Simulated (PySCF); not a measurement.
Electron correlation in Mn⁺ (manganese, charge +1)

[Ar] 3d5 4s1, high-spin 7S determinant. Calculation: PySCF 2.14, in aug-cc-pVDZ-DK (7s6p4d2f, 59 functions); the spin-free X2C one-electron Hamiltonian (Gaussian nucleus). Frozen: [Ar]; 6 electrons correlated.

```tsv
level	correlation energy (mhartree)
CCSD	-76.32
(T)	-0.87
CCSD(T)	-77.19
```

Diagnostics: T1 = 0.0086, D1 = 0.0158, largest double amplitude 0.024.

Is a single reference adequate?

Yes: T1 lies below 0.03 and no double amplitude reaches 0.07.
